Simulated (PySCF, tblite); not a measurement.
Isomers of C4H9ClSi, one GFN2-xTB conformer each. Single-point energies are computed at PBE0/pcSseg-1 (PySCF, gas phase, no added dispersion term), electronic only.

Question: Rank them by PBE0/pcSseg-1 energy, lowest first (kJ/mol).
A. `[Cl:1][C@@H:2]1[CH2:3][CH2:4][SiH2:5][CH2:6]1` with Cl1–C2–C3–C4 -68°, C2–C3–C4–Si5 -32°, C3–C4–Si5–C6 7°, C4–Si5–C6–C2 19°
B. `[CH2:1]=[C:2]([Cl:3])[SiH:4]([CH3:5])[CH3:6]` with C1–C2–Si4–C5 -123°
C. `[Cl:1][SiH:2]1[CH2:3][CH2:4][CH2:5][CH2:6]1` with Cl1–Si2–C3–C4 132°, Si2–C3–C4–C5 -39°, C3–C4–C5–C6 51°, C4–C5–C6–Si2 -37°
D. `[CH2:1]=[C:2]([Cl:3])[C@@H:4]([CH3:5])[SiH3:6]` with C1–C2–C4–C5 119°

Answer: C (0.0), A (144.3), B (175.7), D (256.4).

As drawn, the highest has a C=C bond outside aromatic rings, which the lowest lacks. GFN2-xTB itself gives, in the same order: 0.0, 108.2, 234.7, 177.2. Both levels put the same isomer lowest; measured from each level's own lowest isomer, the values differ by up to 79.2 kJ/mol (C=C(Cl)[C@@H](C)[SiH3]: 177.2 against 256.4).

Question: Which frontier levels, dipoles and rotational constants go with these structures?

Answer: 
```json
{"SMILES": "Cl[SiH]1CCCC1", "HOMO (eV, PBE0/pcSseg-1)": "-8.04", "LUMO (eV)": "0.73", "dipole (D)": "1.87", "A, B, C (MHz)": "4457, 1497, 1323"}
{"SMILES": "Cl[C@@H]1CC[SiH2]C1", "HOMO (eV, PBE0/pcSseg-1)": "-8.29", "LUMO (eV)": "0.79", "dipole (D)": "2.01", "A, B, C (MHz)": "3481, 1842, 1665"}
{"SMILES": "C=C(Cl)[SiH](C)C", "HOMO (eV, PBE0/pcSseg-1)": "-7.46", "LUMO (eV)": "-0.40", "dipole (D)": "1.35", "A, B, C (MHz)": "2789, 1510, 1423"}
{"SMILES": "C=C(Cl)[C@@H](C)[SiH3]", "HOMO (eV, PBE0/pcSseg-1)": "-7.23", "LUMO (eV)": "-0.10", "dipole (D)": "1.58", "A, B, C (MHz)": "2804, 1618, 1512"}
```

Question: What happens when harmonic zero-point energies from GFN2-xTB frequencies are added?

Answer: 
| SMILES | ZPE (kJ/mol) | electronic (kJ/mol) | with ZPE (kJ/mol) |
| --- | --- | --- | --- |
| Cl[SiH]1CCCC1 | 317.8 | 0.0 | 0.0 |
| Cl[C@@H]1CC[SiH2]C1 | 308.2 | 144.3 | 134.7 |
| C=C(Cl)[SiH](C)C | 298.9 | 175.7 | 156.8 |
| C=C(Cl)[C@@H](C)[SiH3] | 292.7 | 256.4 | 231.4 |

The zero-point energies span 25.1 kJ/mol. The order is unchanged.
